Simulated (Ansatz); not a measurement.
The pair A = CH2O (SMILES C=O) (first 4 atoms), B = H2 (SMILES [H][H]); geometry from B3LYP-D3(BJ)/def2-TZVP.
(charge 0, multiplicity 1):
```json
[
 {"atom": "C", "x (Å)": "-0.3507", "y (Å)": "-0.5069", "z (Å)": "0.0418"},
 {"atom": "O", "x (Å)": "0.3292", "y (Å)": "0.2420", "z (Å)": "-0.6019"},
 {"atom": "H", "x (Å)": "-1.4029", "y (Å)": "-0.2741", "z (Å)": "0.2960"},
 {"atom": "H", "x (Å)": "0.0351", "y (Å)": "-1.4735", "z (Å)": "0.4195"},
 {"atom": "H", "x (Å)": "0.1352", "y (Å)": "0.3767", "z (Å)": "2.9577"},
 {"atom": "H", "x (Å)": "-0.3058", "y (Å)": "-0.1193", "z (Å)": "3.2949"}
]
```

Cores are frozen in the correlated methods. MP2 and its Hartree–Fock in aug-cc-pVQZ are density fitted.

Programs: Ansatz (Gaussian orbitals). Values without a source in brackets are computed.

The counterpoise-corrected interaction energy is E(AB) − E(A in the pair's basis) − E(B in the pair's basis). Total energies (hartree):

| level | AB | A in the pair's basis | B in the pair's basis |
|---|---|---|---|
| HF/aug-cc-pVTZ | -115.0471462 | -113.9142562 | -1.1329973 |
| MP2/aug-cc-pVTZ | -115.4817695 | -114.3162017 | -1.1650195 |
| HF/aug-cc-pVQZ | -115.0549551 | -113.9216222 | -1.1334408 |
| MP2/aug-cc-pVQZ | -115.5156182 | -114.3483343 | -1.1667003 |
| CCSD(T)/aug-cc-pVTZ | -115.5160441 | -114.3427991 | -1.1726595 |

Work out the counterpoise-corrected interaction energy at the basis-set limit: extrapolate the MP2 correlation part as X⁻³, take Hartree–Fock from the larger set, and add the CCSD(T) − MP2 difference of aug-cc-pVTZ.


1. Differences (1 hartree = 627.509 kcal/mol): HF/aug-cc-pVTZ 0.067; MP2/aug-cc-pVTZ -0.344; HF/aug-cc-pVQZ 0.068; MP2/aug-cc-pVQZ -0.366; CCSD(T)/aug-cc-pVTZ -0.367.
2. Correlation parts, MP2 less HF: -0.411 in aug-cc-pVTZ (X = 3), -0.434 in aug-cc-pVQZ (X = 4).
3. Limit (4³·(-0.434) − 3³·(-0.411))/(4³ − 3³) = -0.450; with HF/aug-cc-pVQZ it gives -0.383.
4. CCSD(T) less MP2 in aug-cc-pVTZ: -0.023.
Result: -0.41 kcal/mol, against -0.34 at MP2/aug-cc-pVTZ. It is an estimate of this method's limit, not of the exact value.

Ansatz is a quantum-chemistry and plane-wave program.
